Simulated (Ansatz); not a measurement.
Ansatz (a program for electronic structure) input (HF/6-31G*):

Ansatz 0.2 input:
```yaml
crystal:
  periodic: [false, false, false]
  atoms:
    - {symbol: C, position_ang: [-1.53484474, 0.26503336, 0.27253541]}
    - {symbol: C, position_ang: [-0.62174579, -0.97854576, 0.19767146]}
    - {symbol: C, position_ang: [0.59552194, -0.03742996, 0.27675613]}
    - {symbol: C, position_ang: [-0.32319050, 1.11928956, -0.16103545]}
    - {symbol: N, position_ang: [1.71028182, -0.34518402, -0.59526466]}
    - {symbol: H, position_ang: [-1.84394735, 0.48284829, 1.28911922]}
    - {symbol: H, position_ang: [-2.41092955, 0.28082601, -0.36427802]}
    - {symbol: H, position_ang: [-0.66716135, -1.44949686, -0.77772360]}
    - {symbol: H, position_ang: [-0.72873019, -1.73712125, 0.96552555]}
    - {symbol: H, position_ang: [0.88820343, 0.09919673, 1.31939537]}
    - {symbol: H, position_ang: [-0.18470450, 2.08554194, 0.31189194]}
    - {symbol: H, position_ang: [-0.28435962, 1.24030645, -1.23765057]}
    - {symbol: H, position_ang: [2.17080719, -1.18351248, -0.29317339]}
    - {symbol: H, position_ang: [2.39440374, 0.38761606, -0.56181919]}
basis:
  gaussian:
    orbitals: 6-31G*
hamiltonian:
  xc: {name: HF}
phonons: {temperatures: {t_min: 298.15, t_max: 298.15, t_step: 100}}
```

Output:

```
WARN ansatz: RAYON_NUM_THREADS=1 ignored (pool sized by the plan → 1); use --threads N
Functional definition: HF
integrals: 0.04 GiB planned
1131 factors; integrals over basis functions are off by at most 3.5e-4 eV
mean field: 0.27 GiB planned
mean field evaluation 1: about -5741.8312 eV, gradient 3.4e1 eV
mean field evaluation 2: about -5741.9239 eV, gradient 3.4e1 eV
mean field evaluation 4: about -5744.8482 eV, gradient 3.6e0 eV
mean field evaluation 8: about -5744.8852 eV, gradient 1.5e-1 eV
mean field -5744.88526358 eV, -211.1206394136 hartree, gradient 2.3e-5 eV, S^2 0.000000; 0 other end points of the search recorded, 0 dependent functions left out
the calculation of the forces begins
reference -5744.88526358 eV, -211.1206394136 hartree; 20, 20 occupied and 73, 73 virtual orbitals, 1131 factors
these checks for a lower state are left out or cut short: stability, starts, cluster_reference, orbital_swaps, neighbouring_geometries, increment
integrals: 0.04 GiB planned
1131 factors; integrals over basis functions are off by at most 3.5e-4 eV
mean field: 0.27 GiB planned
mean field evaluation 16: about -5744.8851 eV, gradient 6.5e-5 eV
mean field -5744.88505763 eV, -211.1206318451 hartree, gradient 2.6e-6 eV, S^2 0.000000; 0 other end points of the search recorded, 0 dependent functions left out
the calculation of the forces begins
reference -5744.88505763 eV, -211.1206318451 hartree; 20, 20 occupied and 73, 73 virtual orbitals, 1131 factors
these checks for a lower state are left out or cut short: stability, starts, cluster_reference, orbital_swaps, neighbouring_geometries, increment
integrals: 0.04 GiB planned
1131 factors; integrals over basis functions are off by at most 3.5e-4 eV
mean field: 0.27 GiB planned
mean field -5744.88505887 eV, -211.1206318905 hartree, gradient 2.8e-6 eV, S^2 0.000000; 0 other end points of the search recorded, 0 dependent functions left out
the calculation of the forces begins
reference -5744.88505887 eV, -211.1206318905 hartree; 20, 20 occupied and 73, 73 virtual orbitals, 1131 factors
these checks for a lower state are left out or cut short: stability, starts, cluster_reference, orbital_swaps, neighbouring_geometries, increment
integrals: 0.04 GiB planned
1131 factors; integrals over basis functions are off by at most 3.5e-4 eV
mean field: 0.27 GiB planned
mean field evaluation 32: about -5744.8851 eV, gradient 1.1e-6 eV
mean field -5744.88509482 eV, -211.1206332115 hartree, gradient 1.8e-6 eV, S^2 0.000000; 0 other end points of the search recorded, 0 dependent functions left out
the calculation of the forces begins
reference -5744.88509482 eV, -211.1206332115 hartree; 20, 20 occupied and 73, 73 virtual orbitals, 1131 factors
these checks for a lower state are left out or cut short: stability, starts, cluster_reference, orbital_swaps, neighbouring_geometries, increment
integrals: 0.04 GiB planned
1131 factors; integrals over basis functions are off by at most 3.5e-4 eV
mean field: 0.27 GiB planned
mean field -5744.88510009 eV, -211.1206334051 hartree, gradient 1.7e-6 eV, S^2 0.000000; 0 other end points of the search recorded, 0 dependent functions left out
the calculation of the forces begins
reference -5744.88510009 eV, -211.1206334051 hartree; 20, 20 occupied and 73, 73 virtual orbitals, 1131 factors
these checks for a lower state are left out or cut short: stability, starts, cluster_reference, orbital_swaps, neighbouring_geometries, increment
integrals: 0.04 GiB planned
1131 factors; integrals over basis functions are off by at most 3.5e-4 eV
mean field: 0.27 GiB planned
mean field -5744.88513436 eV, -211.1206346647 hartree, gradient 1.8e-6 eV, S^2 0.000000; 0 other end points of the search recorded, 0 dependent functions left out
the calculation of the forces begins
reference -5744.88513436 eV, -211.1206346647 hartree; 20, 20 occupied and 73, 73 virtual orbitals, 1131 factors
these checks for a lower state are left out or cut short: stability, starts, cluster_reference, orbital_swaps, neighbouring_geometries, increment
integrals: 0.04 GiB planned
1131 factors; integrals over basis functions are off by at most 3.5e-4 eV
mean field: 0.27 GiB planned
mean field -5744.88513164 eV, -211.1206345649 hartree, gradient 1.8e-6 eV, S^2 0.000000; 0 other end points of the search recorded, 0 dependent functions left out
the calculation of the forces begins
reference -5744.88513164 eV, -211.1206345649 hartree; 20, 20 occupied and 73, 73 virtual orbitals, 1131 factors
these checks for a lower state are left out or cut short: stability, starts, cluster_reference, orbital_swaps, neighbouring_geometries, increment
integrals: 0.04 GiB planned
1131 factors; integrals over basis functions are off by at most 3.5e-4 eV
mean field: 0.27 GiB planned
[...]
mean field: 0.27 GiB planned
mean field -5744.88519641 eV, -211.1206369451 hartree, gradient 1.9e-6 eV, S^2 0.000000; 0 other end points of the search recorded, 0 dependent functions left out
the calculation of the forces begins
reference -5744.88519641 eV, -211.1206369451 hartree; 20, 20 occupied and 73, 73 virtual orbitals, 1131 factors
these checks for a lower state are left out or cut short: stability, starts, cluster_reference, orbital_swaps, neighbouring_geometries, increment
integrals: 0.04 GiB planned
1131 factors; integrals over basis functions are off by at most 3.5e-4 eV
mean field: 0.27 GiB planned
mean field -5744.88519676 eV, -211.1206369578 hartree, gradient 2.0e-6 eV, S^2 0.000000; 0 other end points of the search recorded, 0 dependent functions left out
the calculation of the forces begins
reference -5744.88519676 eV, -211.1206369578 hartree; 20, 20 occupied and 73, 73 virtual orbitals, 1131 factors
these checks for a lower state are left out or cut short: stability, starts, cluster_reference, orbital_swaps, neighbouring_geometries, increment
integrals: 0.04 GiB planned
1131 factors; integrals over basis functions are off by at most 3.5e-4 eV
mean field: 0.27 GiB planned
mean field evaluation 256: about -5744.8852 eV, gradient 2.7e-6 eV
mean field -5744.88516743 eV, -211.1206358800 hartree, gradient 2.7e-6 eV, S^2 0.000000; 0 other end points of the search recorded, 0 dependent functions left out
the calculation of the forces begins
reference -5744.88516743 eV, -211.1206358800 hartree; 20, 20 occupied and 73, 73 virtual orbitals, 1131 factors
these checks for a lower state are left out or cut short: stability, starts, cluster_reference, orbital_swaps, neighbouring_geometries, increment
integrals: 0.04 GiB planned
1131 factors; integrals over basis functions are off by at most 3.4e-4 eV
mean field: 0.27 GiB planned
mean field -5744.88516081 eV, -211.1206356367 hartree, gradient 2.7e-6 eV, S^2 0.000000; 0 other end points of the search recorded, 0 dependent functions left out
the calculation of the forces begins
reference -5744.88516081 eV, -211.1206356367 hartree; 20, 20 occupied and 73, 73 virtual orbitals, 1131 factors
these checks for a lower state are left out or cut short: stability, starts, cluster_reference, orbital_swaps, neighbouring_geometries, increment
integrals: 0.04 GiB planned
1131 factors; integrals over basis functions are off by at most 3.5e-4 eV
mean field: 0.27 GiB planned
mean field -5744.88524089 eV, -211.1206385795 hartree, gradient 1.1e-6 eV, S^2 0.000000; 0 other end points of the search recorded, 0 dependent functions left out
the calculation of the forces begins
reference -5744.88524089 eV, -211.1206385795 hartree; 20, 20 occupied and 73, 73 virtual orbitals, 1131 factors
these checks for a lower state are left out or cut short: stability, starts, cluster_reference, orbital_swaps, neighbouring_geometries, increment
integrals: 0.04 GiB planned
1131 factors; integrals over basis functions are off by at most 3.5e-4 eV
mean field: 0.27 GiB planned
mean field -5744.88523843 eV, -211.1206384893 hartree, gradient 1.1e-6 eV, S^2 0.000000; 0 other end points of the search recorded, 0 dependent functions left out
the calculation of the forces begins
reference -5744.88523843 eV, -211.1206384893 hartree; 20, 20 occupied and 73, 73 virtual orbitals, 1131 factors
these checks for a lower state are left out or cut short: stability, starts, cluster_reference, orbital_swaps, neighbouring_geometries, increment
integrals: 0.04 GiB planned
1131 factors; integrals over basis functions are off by at most 3.5e-4 eV
mean field: 0.27 GiB planned
mean field -5744.88521571 eV, -211.1206376542 hartree, gradient 2.0e-6 eV, S^2 0.000000; 0 other end points of the search recorded, 0 dependent functions left out
the calculation of the forces begins
reference -5744.88521571 eV, -211.1206376542 hartree; 20, 20 occupied and 73, 73 virtual orbitals, 1131 factors
these checks for a lower state are left out or cut short: stability, starts, cluster_reference, orbital_swaps, neighbouring_geometries, increment
integrals: 0.04 GiB planned
1131 factors; integrals over basis functions are off by at most 3.5e-4 eV
mean field: 0.27 GiB planned
mean field evaluation 288: about -5744.8852 eV, gradient 1.9e-6 eV
mean field -5744.88521485 eV, -211.1206376228 hartree, gradient 2.0e-6 eV, S^2 0.000000; 0 other end points of the search recorded, 0 dependent functions left out
the calculation of the forces begins
reference -5744.88521485 eV, -211.1206376228 hartree; 20, 20 occupied and 73, 73 virtual orbitals, 1131 factors
these checks for a lower state are left out or cut short: stability, starts, cluster_reference, orbital_swaps, neighbouring_geometries, increment
integrals: 0.04 GiB planned
1131 factors; integrals over basis functions are off by at most 3.5e-4 eV
mean field: 0.27 GiB planned
mean field -5744.88514756 eV, -211.1206351497 hartree, gradient 1.8e-6 eV, S^2 0.000000; 0 other end points of the search recorded, 0 dependent functions left out
the calculation of the forces begins
reference -5744.88514756 eV, -211.1206351497 hartree; 20, 20 occupied and 73, 73 virtual orbitals, 1131 factors
these checks for a lower state are left out or cut short: stability, starts, cluster_reference, orbital_swaps, neighbouring_geometries, increment
integrals: 0.04 GiB planned
1131 factors; integrals over basis functions are off by at most 3.5e-4 eV
mean field: 0.27 GiB planned
mean field -5744.88515157 eV, -211.1206352972 hartree, gradient 1.7e-6 eV, S^2 0.000000; 0 other end points of the search recorded, 0 dependent functions left out
the calculation of the forces begins
reference -5744.88515157 eV, -211.1206352972 hartree; 20, 20 occupied and 73, 73 virtual orbitals, 1131 factors
these checks for a lower state are left out or cut short: stability, starts, cluster_reference, orbital_swaps, neighbouring_geometries, increment
integrals: 0.04 GiB planned
1131 factors; integrals over basis functions are off by at most 3.5e-4 eV
mean field: 0.27 GiB planned
mean field -5744.88524301 eV, -211.1206386575 hartree, gradient 1.9e-6 eV, S^2 0.000000; 0 other end points of the search recorded, 0 dependent functions left out
the calculation of the forces begins
reference -5744.88524301 eV, -211.1206386575 hartree; 20, 20 occupied and 73, 73 virtual orbitals, 1131 factors
these checks for a lower state are left out or cut short: stability, starts, cluster_reference, orbital_swaps, neighbouring_geometries, increment
integrals: 0.04 GiB planned
1131 factors; integrals over basis functions are off by at most 3.5e-4 eV
mean field: 0.27 GiB planned
mean field -5744.88524064 eV, -211.1206385703 hartree, gradient 2.1e-6 eV, S^2 0.000000; 0 other end points of the search recorded, 0 dependent functions left out
the calculation of the forces begins
reference -5744.88524064 eV, -211.1206385703 hartree; 20, 20 occupied and 73, 73 virtual orbitals, 1131 factors
Total energy: -5744.88526358 eV, -211.1206394136 hartree
Atom 0 at    -1.534845     0.265033     0.272535 Å, force    -0.001271     0.000167    -0.000082 eV/Å
Atom 1 at    -0.621746    -0.978546     0.197671 Å, force     0.000605     0.000273    -0.000011 eV/Å
Atom 2 at     0.595522    -0.037430     0.276756 Å, force     0.000051    -0.000407    -0.002335 eV/Å
Atom 3 at    -0.323190     1.119290    -0.161035 Å, force     0.000507    -0.000415     0.000106 eV/Å
Atom 4 at     1.710282    -0.345184    -0.595265 Å, force    -0.001159     0.000197     0.000185 eV/Å
Atom 5 at    -1.843947     0.482848     1.289119 Å, force    -0.000003    -0.000007    -0.000042 eV/Å
Atom 6 at    -2.410930     0.280826    -0.364278 Å, force    -0.000316     0.000080     0.000203 eV/Å
Atom 7 at    -0.667161    -1.449497    -0.777724 Å, force     0.000113     0.000728    -0.000126 eV/Å
Atom 8 at    -0.728730    -1.737121     0.965526 Å, force     0.000289     0.000854    -0.000123 eV/Å
Atom 9 at     0.888203     0.099197     1.319395 Å, force     0.000700     0.000096     0.001143 eV/Å
Atom 10 at    -0.184704     2.085542     0.311892 Å, force     0.000040    -0.000892     0.000175 eV/Å
Atom 11 at    -0.284360     1.240306    -1.237651 Å, force    -0.000094    -0.000732     0.000123 eV/Å
Atom 12 at     2.170807    -1.183512    -0.293173 Å, force     0.000174    -0.000639     0.000506 eV/Å
Atom 13 at     2.394404     0.387616    -0.561819 Å, force     0.000364     0.000696     0.000277 eV/Å
Dipole moment:     0.134218     0.024717     0.256263 e Å
Vibrations: 168.18 233.39 396.18 488.03 659.65 822.76 856.68 969.41 988.67 1001.03 1008.51 1045.75 1092.38 1232.62 1272.17 1302.75 1354.71 1361.75 1386.71 1403.89 1421.01 1494.18 1549.09 1626.15 1631.69 1666.58 1828.02 3141.15 3224.15 3226.20 3237.28 3267.53 3276.36 3291.39 3710.44 3792.52 cm⁻¹, zero-point energy 3.746119 eV
```

The blocks after the first are displaced geometries, from whose forces the wavenumbers follow.
